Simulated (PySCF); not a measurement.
Al(F)(Et)(OH) (C₂H₆AlFO), SMILES C[CH2][Al]([OH])[F]. Atoms are numbered in the order given.

```xyz
11

Al     0.0454    -0.5595     0.0000
F      1.0214    -1.9162     0.0000
C      0.8179     1.2244     0.0000
C     -0.1839     2.3896     0.0000
H      1.4930     1.2902    -0.8738
H      1.4930     1.2902     0.8738
H     -0.8413     2.3617     0.8837
H     -0.8413     2.3617    -0.8837
H      0.3256     3.3681     0.0000
O     -1.6388    -0.7773     0.0000
H     -2.1049    -1.6181     0.0000
```

Geometry optimised at B3LYP-D3(BJ)/def2-SVP. Other conformers were not sampled.

Method: PySCF with PBE0/pcSseg-1.

GIAO shieldings, no solvent; atoms alike by connectivity are averaged. δ = σ(ref) − σ: ¹⁹F against CFCl3 (σ = 167.2 ppm); ¹³C against TMS (σ = 186.3 ppm); ¹H against TMS (σ = 31.56 ppm); ¹⁷O against H2O (σ = 334.2 ppm), references at their B3LYP-D3(BJ)/def2-TZVP geometries, non-relativistic.

| nucleus | atoms | count | δ (ppm) |
|---|---|---|---|
| ¹⁹F | F2 | 1 | -166.9 |
| ¹³C | C4 | 1 | 12.3 |
| ¹³C | C3 | 1 | -2.5 |
| ¹H | H11 | 1 | 2.18 |
| ¹H | H7, H8, H9 | 3 | 1.45 |
| ¹H | H5, H6 | 2 | 0.62 |
| ¹⁷O | O10 | 1 | 34.8 |
